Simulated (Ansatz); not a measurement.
[AuCl2]- (AuCl2⁻) was relaxed with B3LYP-D4 (def2-TZVPD) in Ansatz in these states: charge -1 singlet, neutral doublet. The geometries follow in no particular order.

In the def2 sets Au takes a core potential; there is no spin–orbit coupling.

A:

```xyz
3

Au    0.0000    0.0000    0.0000
Cl   -0.5821    1.5668    1.6092
Cl    0.5821   -1.5668   -1.6092
```

B:

```
atom   x (Å)   y (Å)   z (Å)
 Au1   0.000   0.000   0.000
 Cl2  -1.441   1.528   0.753
 Cl3   1.441  -1.528  -0.753
```

Judge from the bond lengths which geometry belongs to which state (an estimate).

A is the charge -1 singlet (Au1–Cl3 2.320 Å, Au1–Cl2 2.320 Å); B is the neutral doublet (Au1–Cl3 2.231 Å, Au1–Cl2 2.231 Å).
